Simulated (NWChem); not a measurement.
System meant: C3H7O2, doublet; SMILES [CH](O)C(O)C

Here is an NWChem input.

```
start job
memory heap 200 mb stack 900 mb global 1100 mb
geometry units angstroms noautoz
  C     -0.753536     1.448761    -0.406955
  C     -0.001168     0.504524     0.547526
  O      1.374617     0.372215     0.141553
  C     -0.537787    -0.898176     0.545716
  O     -0.150010    -1.692274    -0.496355
  H     -0.300570     2.450861    -0.416835
  H     -1.797166     1.562769    -0.094538
  H     -0.740065     1.043741    -1.424505
  H     -0.056015     0.912546     1.569174
  H      1.676266     1.230666    -0.191501
  H     -1.543862    -1.106156     0.897174
  H      0.727430    -1.350455    -0.758629
end
basis spherical
  C library def2-svp
  O library def2-svp
  H library def2-svp
end
dft
  odft
  mult 2
  xc xpbe96 cpbe96
  iterations 4
  mulliken
end
task dft energy
```

End of the output:

```
     --------------------------
     Expectation value of S2:
     --------------------------
      <S2> =      0.7521 (Exact =     0.7500)

 center of mass
 --------------
 x =   0.06037799 y =  -0.11157568 z =   0.01303919

 moments of inertia (a.u.)
 ------------------
         429.338727975228           0.000000000000           0.000000000000
           0.000000000000         248.520998290132          -0.000000000000
           0.000000000000          -0.000000000000         541.970361630336

     Multipole analysis of the density
     ---------------------------------

     L   x y z        total         alpha         beta         nuclear
     -   - - -        -----         -----         ----         -------
     0   0 0 0     -0.000000    -21.000000    -20.000000     41.000000

     1   1 0 0      0.004581      0.241404     -0.236824     -0.000000
     1   0 1 0      1.054418      1.426108     -0.371689      0.000000
     1   0 0 1     -0.231759     -0.632142      0.400384     -0.000000

     2   2 0 0    -22.503587    -65.697300    -64.345130    107.538843
     2   1 1 0      0.653012      2.179514      2.488967     -4.015469
     2   1 0 1     -2.109230     -0.031096     -0.153654     -1.924480
     2   0 2 0    -23.668469   -118.160405   -112.243157    206.735092
     2   0 1 1     -0.262918      2.418409      0.445081     -3.126407
     2   0 0 2    -22.758194    -35.706568    -32.463473     45.411847

 ------------------------------------------------------------------------
 dft energy failed                                                                                  0
 ------------------------------------------------------------------------
 ------------------------------------------------------------------------
  current input line :
    29: task dft energy
 ------------------------------------------------------------------------
 ------------------------------------------------------------------------
 This type of error is most commonly associated with calculations not reaching convergence criteria
 ------------------------------------------------------------------------
 For more information see the NWChem manual at https://nwchemgit.github.io

0:dft energy failed:Received an Error in Communication
```

Q: Find the fault in this run and fix the input.

A: Convergence was not reached. Cause: the SCF was allowed too few iterations. This input runs:
```
start job
memory heap 200 mb stack 900 mb global 1100 mb
geometry units angstroms noautoz
  C     -0.753536     1.448761    -0.406955
  C     -0.001168     0.504524     0.547526
  O      1.374617     0.372215     0.141553
  C     -0.537787    -0.898176     0.545716
  O     -0.150010    -1.692274    -0.496355
  H     -0.300570     2.450861    -0.416835
  H     -1.797166     1.562769    -0.094538
  H     -0.740065     1.043741    -1.424505
  H     -0.056015     0.912546     1.569174
  H      1.676266     1.230666    -0.191501
  H     -1.543862    -1.106156     0.897174
  H      0.727430    -1.350455    -0.758629
end
basis spherical
  * library def2-svp
end
dft
  odft
  mult 2
  xc xpbe96 cpbe96
  iterations 150
  mulliken
end
task dft energy
```
It converges to -268.39129 Ha (PBE/def2-SVP, spin-unrestricted).
